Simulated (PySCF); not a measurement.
Fe(CO)5 (C5FeO5), SMILES [O+]#[C-]->[Fe](<-[C-]#[O+])(<-[C-]#[O+])(<-[C-]#[O+])<-[C-]#[O+], multiplicity 1. Coordinates come from a PBE0-D3(BJ)/def2-SVP optimisation. The multiplicity is an assumed one; other spin states were not compared. The isomer is the one that the SMILES or the coordinates give; other isomers of the formula were not compared.

Computed equilibrium geometry at PBE0-D3(BJ)/def2-SVP (PySCF confirms it by a frequency run) as Cartesian coordinates in Å, and its point group:
point group D3h.
```xyz
11

Fe     0.0000     0.0000     0.0000
O      2.9313     0.0000     0.0000
C      1.7883     0.0000     0.0000
O      0.0000     0.0000     2.9371
C      0.0000     0.0000     1.7976
O      0.0000     0.0000    -2.9371
C      0.0000     0.0000    -1.7976
O     -1.4657    -2.5386     0.0000
C     -0.8942    -1.5487     0.0000
O     -1.4657     2.5386     0.0000
C     -0.8942     1.5487     0.0000
```
Charge 0, spin multiplicity 1.
